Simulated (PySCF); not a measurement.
C4H7BFN, SMILES CB(F)C=C=CN.

Coordinates come from a B3LYP-D3(BJ)/def2-SVP optimisation. The structure was generated by enumeration; whether it is a known compound was not checked. Other conformers were not sampled.

Level of theory: M06-2X/def2-TZVP (PySCF).

Gas-phase values at a fixed geometry.

```
Quantity                                                                                                         Value
---------------------------------------------------------------------------------------------  -----------------------
total energy                                                                                        -336.09238 hartree
highest occupied level                                                                                        -7.41 eV
lowest empty level                                                                                            -0.40 eV
orbital gap                                                                                                    7.01 eV
dipole moment                                                                                                   2.88 D
quadrupole, principal values (traceless, Buckingham form, about the centre of nuclear charge)    -8.17, 1.40, 6.77 D·Å
mean static polarisability                                                                       72.6 bohr³ (10.75 Å³)
polarisability, principal values                                                               52.2, 59.8, 105.7 bohr³
```
